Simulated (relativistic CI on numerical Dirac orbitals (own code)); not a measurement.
Sc²⁺ in a cubic cluster: 1s photoemission with charge transfer

Computed with a charge-transfer multiplet model of a cubic metal-ligand cluster with up to 2 ligand holes, Slater and spin-orbit integrals from Dirac-Coulomb-Breit ions, Slater integrals scaled by 0.8. The ground state mixes d1 with configurations of k ligand holes L, whose averages lie at kΔ + k(k − 1)U_dd/2; a core hole lowers each added d electron by U_cd. 300 K, Lorentzian 1.1 eV and Gaussian 0.6 eV FWHM.

Atomic integrals in eV (Slater integrals scaled, ζ unscaled), ground: F2dd 4.710, F4dd 2.885, zeta_d 0.008; with the core hole: F2dd 4.710, F4dd 2.885, zeta_d 0.018, G2cd 0.028. Where a configuration has fewer than two d electrons, the dd integrals are those of d2.

Cluster parameters (eV): U_dd = 5.4, U_cd = 6.5, 10Dq = 1.35, 10Dq(ligand) = 0.9, V(eg) = 1.7, V(t2g) = -0.72, final-state hopping factor = 0.9.

| Case | n_d | d1 | d2L | d3L2 | S |
| --- | --- | --- | --- | --- | --- |
| Δ = 5.2 eV | 1.30 | 0.72 | 0.26 | 0.02 | 0.50 |
| Δ = 7.2 eV | 1.20 | 0.81 | 0.18 | 0.01 | 0.50 |
| Δ = 8.2 eV | 1.16 | 0.84 | 0.15 | 0.01 | 0.50 |
| Δ = 9.2 eV | 1.14 | 0.87 | 0.13 | 0.00 | 0.50 |
| Δ = 10.2 eV | 1.12 | 0.89 | 0.11 | 0.00 | 0.50 |

Weights, n_d and S are thermal averages at 300 K. Binding energies count from the first peak over 30 % of the highest in each spectrum, which can be another peak from case to case. The parameters are a model scan and need not match a compound or its usual spin state. Peaks in eV (height, largest 100):
- Δ = 5.2 eV: 0.0 (100), 6.5 (34)
- Δ = 7.2 eV: 0.0 (100), 6.2 (23)
- Δ = 8.2 eV: 0.0 (100), 6.2 (17)
- Δ = 9.2 eV: 0.0 (100), 6.4 (12)
- Δ = 10.2 eV: 0.0 (100), 6.8 (8)

For the case Δ = 7.2 eV, Δ = 7.2 eV is larger than U_dd = 5.4 eV, the Mott-Hubbard side of the Zaanen-Sawatzky-Allen scheme. With the core hole the configuration with one ligand hole lies at Δ − U_cd = -1.3, 0.7, 1.7, 2.7, 3.7 eV from the one without, in the order of the table; where this is negative the screened configuration lies lower, though the effective hopping of about 3.3 eV (from the holes of the mixed ground state) mixes the two strongly wherever it is as large as the gap.
